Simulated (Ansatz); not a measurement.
Total energies of the cluster Be4Se5 (the lowest singlet isomer of a short search) from Ansatz at BLYP-D4/def2-TZVPD, gas phase (1 Eh = 27.2114 eV = 2625.5 kJ/mol). The reference geometry is relaxed at PBE0-D4/def2-SVP.

```
atom   x (Å)   y (Å)   z (Å)
 Be1   1.451  -0.468   0.813
 Be2   0.601   1.311  -0.455
 Be3   0.238  -0.982  -1.125
 Be4  -1.010  -0.150   1.062
 Se5   2.173   0.011  -1.216
 Se6   0.549   1.301   1.695
 Se7  -1.183   0.653  -1.591
 Se8   0.011  -2.091   0.703
 Se9  -2.830   0.415   0.114
```

| state | geometry | energy (Eh) |
| --- | --- | --- |
| charge 0 singlet | reference | -12067.35678 |
| charge -1 doublet | reference | -12067.41485 |
| free Be atom (singlet) | – | -14.65968 |
| free Se atom (triplet) | – | -2401.52925 |

Task: Work out the vertical electron affinity, to the doublet.

Result: E(charge 0 singlet) − E(charge -1 doublet) = -12067.35678 − (-12067.41485) = 0.05807 Eh = 1.58 eV.

Task: What is the binding energy per atom against free atoms?

Result: Atoms: 4 × (-14.65968) + 5 × (-2401.52925) = -12066.28497 Eh. Binding: -12066.28497 − (-12067.35678) = 1.07181 Eh = 29.17 eV, or 3.24 eV for each of 9 atoms (no zero-point energy, no counterpoise term).

At BLYP-D4/def2-TZVPD the highest occupied level of the charge -1 doublet lies above zero (up to 0.36 eV). By energy differences its removal costs 1.58 eV (vertical, to the charge 0 singlet, at BLYP-D4/def2-TZVPD); a positive level beside a positive removal energy at the same level points to self-interaction error. 

The structure comes from a short search, and lower isomers may exist.
